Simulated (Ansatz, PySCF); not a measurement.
C4H7FO, SMILES CO[C@@H]1C[C@@H]1F. Atoms are numbered in the order given.

```xyz
13

C      2.2066     0.0104     0.4876
O      1.0080     0.6059     0.0818
C     -0.0986     0.0724     0.6943
C     -0.6763    -1.2236     0.1641
C     -1.3650     0.0773    -0.0889
F     -1.3314     0.5741    -1.3440
H      2.3830     0.1373     1.5733
H      3.0233     0.5008    -0.0595
H      2.2257    -1.0726     0.2619
H     -0.1704     0.2561     1.7780
H     -1.1212    -1.9548     0.8439
H     -0.1565    -1.6363    -0.7053
H     -2.3070     0.3055     0.4214
```

The structure is a stationary point at PBE0-D3(BJ)/def2-SVP. The structure was generated by enumeration; whether it is a known compound was not checked. One conformer was computed; it need not be the lowest.

Two levels are set side by side: PBE-D3(BJ)/def2-SVP (Ansatz, a first-principles code) and PBE0-D3(BJ)/def2-SVP (Ansatz). Each level has its own optimised geometry; the coordinates shown are those of the second. Frequencies come from the Hessian of PySCF at each geometry. Differences are taken from unrounded values.

```csv
quantity,PBE0-D3(BJ)
mean bond length (Å),1.255
bond C1–O2 (Å),1.398
bond O2–C3 (Å),1.373
bond C3–C4 (Å),1.515
bond C3–C5 (Å),1.489
bond C4–C5 (Å),1.494
bond C5–F6 (Å),1.350
bond C1–H7 (Å),1.107
bond C1–H8 (Å),1.099
bond C1–H9 (Å),1.106
bond C3–H10 (Å),1.102
bond C4–H11 (Å),1.093
bond C4–H12 (Å),1.094
bond C5–H13 (Å),1.095
highest harmonic wavenumber (cm⁻¹),3260
mean harmonic wavenumber (cm⁻¹),1422
zero-point energy (kcal/mol),67.08
```

### Question
What does PBE-D3(BJ) give, and how far is it from PBE0-D3(BJ)? (Estimate from the structure and the level; the computed values follow.)

### Answer

```csv
quantity,PBE-D3(BJ),PBE-D3(BJ) minus PBE0-D3(BJ)
mean bond length (Å),1.266,0.011
bond C1–O2 (Å),1.413,0.015
bond O2–C3 (Å),1.386,0.013
bond C3–C4 (Å),1.528,0.014
bond C3–C5 (Å),1.502,0.013
bond C4–C5 (Å),1.505,0.012
bond C5–F6 (Å),1.365,0.015
bond C1–H7 (Å),1.117,0.010
bond C1–H8 (Å),1.107,0.009
bond C1–H9 (Å),1.116,0.009
bond C3–H10 (Å),1.111,0.010
bond C4–H11 (Å),1.101,0.008
bond C4–H12 (Å),1.102,0.008
bond C5–H13 (Å),1.105,0.009
highest harmonic wavenumber (cm⁻¹),3167,-94
mean harmonic wavenumber (cm⁻¹),1368,-54
zero-point energy (kcal/mol),64.53,-2.55
```

Exact exchange shortens and stiffens bonds; PBE has none. Differences between two approximate levels are no errors against the true value.
